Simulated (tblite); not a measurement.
Species: C7H13O2P.
Numbering: `[CH3:1][CH2:2][P:3]1(=[O:4])[CH2:5][CH2:6][C:7](=[O:8])[CH2:9][CH2:10]1` (hydrogens: H11, H12, H13 on C1; H14, H15 on C2; H16, H17 on C5; H18, H19 on C6; H20, H21 on C9; H22, H23 on C10)

Computed with GFN2-xTB (tblite), gas phase: L-BFGS steps from a force-field or distance-geometry start until the largest atomic force falls under 0.01 eV/Å.

Step 0: E = -879.3595 eV
```
atom  x, y, z in Å  |  force x, y, z in eV/Å
C1     -3.1244   -0.0969    0.0925   -0.883   0.517  -0.294
C2     -1.8761   -0.7667    0.5802   -0.427  -0.453   1.521
P3     -0.4174   -0.4222   -0.3915   -0.424  -0.455  -4.005
O4     -0.5721   -0.7224   -1.8636    0.209   0.365   1.987
C5      0.0264    1.2894   -0.0891   -0.140   1.082   0.532
C6      1.4194    1.5817   -0.6254    0.565  -0.074   0.211
C7      2.4304    0.6627    0.0358    1.838   0.744   1.357
O8      3.3417    1.1059    0.7489   -1.772  -0.818  -1.381
C9      2.2763   -0.8330   -0.1990   -0.012   0.579   0.086
C10     0.9356   -1.3060    0.3642    0.835  -0.403   0.828
H11    -3.9897   -0.3596    0.7228    0.342   0.052  -0.196
H12    -3.3581   -0.3998   -0.9329    0.142   0.078   0.149
H13    -3.0233    0.9953    0.1131   -0.011  -0.237  -0.055
H14    -1.6792   -0.4713    1.6236   -0.016  -0.020  -0.144
H15    -2.0324   -1.8465    0.5990    0.097  -0.191  -0.134
H16    -0.0149    1.4859    0.9936    0.084   0.052  -0.212
H17    -0.6982    1.9561   -0.5747    0.043  -0.149   0.008
H18     1.4797    1.4221   -1.7051   -0.209  -0.071   0.019
H19     1.7001    2.6241   -0.4083   -0.038  -0.250  -0.064
H20     3.1035   -1.3583    0.2892   -0.067   0.080  -0.043
H21     2.3329   -1.0043   -1.2736   -0.161  -0.097  -0.092
H22     0.9106   -1.1383    1.4444    0.095  -0.017   0.055
H23     0.8244   -2.3707    0.1977   -0.091  -0.314  -0.135
```

Step 1: E = -879.4636 eV
```
atom  x, y, z in Å  |  force x, y, z in eV/Å
C1     -3.1370   -0.0895    0.0883   -0.140   0.031   0.072
C2     -1.8822   -0.7732    0.6019   -0.226  -0.069   0.015
P3     -0.4235   -0.4287   -0.4487    0.293   0.679   2.678
O4     -0.5691   -0.7171   -1.8352   -0.346  -0.658  -3.065
C5      0.0244    1.3048   -0.0815    0.106   0.149  -0.088
C6      1.4275    1.5806   -0.6224    0.228  -0.083   0.167
C7      2.4566    0.6733    0.0551   -2.181  -1.078  -1.705
O8      3.3164    1.0942    0.7291    2.138   1.060   1.669
C9      2.2761   -0.8247   -0.1978    0.125   0.236   0.083
C10     0.9476   -1.3117    0.3761    0.136  -0.018  -0.064
H11    -3.9848   -0.3588    0.7200    0.009   0.041  -0.073
H12    -3.3560   -0.3987   -0.9307    0.076   0.024  -0.034
H13    -3.0234    0.9919    0.1124   -0.012   0.021  -0.049
H14    -1.6794   -0.4716    1.6215    0.083   0.088   0.255
H15    -2.0310   -1.8493    0.5971    0.005  -0.281  -0.034
H16    -0.0137    1.4866    0.9905    0.028   0.057   0.066
H17    -0.6976    1.9540   -0.5746   -0.065   0.113  -0.059
H18     1.4767    1.4211   -1.7048   -0.158  -0.083   0.111
H19     1.6995    2.6205   -0.4092    0.042  -0.074  -0.065
H20     3.1025   -1.3572    0.2886   -0.039   0.082  -0.088
H21     2.3306   -1.0057   -1.2749   -0.164  -0.014   0.036
H22     0.9119   -1.1386    1.4452    0.043   0.026   0.231
H23     0.8231   -2.3752    0.1958    0.018  -0.249  -0.061
```

**Question.** Estimate the geometry and energy of step 2. (The exact step hangs on the optimiser's Hessian estimate; all steps are aligned on step 1, rigid shifts and turns removed.)

**Answer.** E = -879.5743 eV, largest force 0.641 eV/Å
```
atom  x, y, z in Å  |  force x, y, z in eV/Å
C1     -3.1394   -0.0885    0.0885   -0.031  -0.009   0.049
C2     -1.8846   -0.7744    0.6042   -0.229  -0.051   0.043
P3     -0.4217   -0.4238   -0.4327   -0.059   0.001  -0.236
O4     -0.5716   -0.7220   -1.8572   -0.045  -0.073  -0.318
C5      0.0251    1.3076   -0.0815    0.098   0.171  -0.037
C6      1.4302    1.5798   -0.6207    0.092  -0.051   0.061
C7      2.4415    0.6656    0.0432    0.476   0.235   0.359
O8      3.3312    1.1016    0.7407   -0.350  -0.163  -0.279
C9      2.2771   -0.8220   -0.1970    0.075   0.092   0.004
C10     0.9498   -1.3124    0.3767    0.099  -0.074   0.019
H11    -3.9843   -0.3584    0.7191   -0.060   0.029  -0.033
H12    -3.3552   -0.3984   -0.9308    0.072   0.023  -0.034
H13    -3.0235    0.9917    0.1119   -0.015   0.047  -0.045
H14    -1.6788   -0.4709    1.6234    0.048   0.068   0.259
H15    -2.0308   -1.8518    0.5966    0.009  -0.235  -0.030
H16    -0.0133    1.4872    0.9908    0.033   0.089   0.085
H17    -0.6981    1.9547   -0.5751   -0.054   0.110  -0.063
H18     1.4751    1.4203   -1.7039   -0.162  -0.076   0.104
H19     1.6998    2.6196   -0.4098    0.085  -0.066  -0.037
H20     3.1021   -1.3564    0.2878   -0.011   0.114  -0.069
H21     2.3291   -1.0060   -1.2747   -0.166  -0.020   0.046
H22     0.9124   -1.1384    1.4472    0.068   0.003   0.205
H23     0.8231   -2.3777    0.1951    0.028  -0.165  -0.054
```

The energy changes by -0.1107 eV. The first-order estimate −F·Δx gives -0.2460 eV and the mean of the old and new forces, exact on a quadratic surface, -0.1162 eV. The step makes an angle of 7° with the force vector and moves no atom by more than 0.023 Å.
